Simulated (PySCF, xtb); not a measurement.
2-phenylthiophene (C10H8S), SMILES c1ccc(-c2sccc2)cc1.

xtb with GFN2-xTB at its own geometry gives an orbital gap of 3.03 eV and a dipole moment of 0.87 D.

Geometry: r2SCAN-D4/def2-SVP. A frequency run showed that this geometry is not a minimum. Other conformers were not sampled.

What does PySCF with CAM-B3LYP/def2-SVP give? (The exact figures need the calculation; the answer reports its results.)

gap 7.03 eV (levels -7.18 and -0.15 eV), dipole 0.42 D.
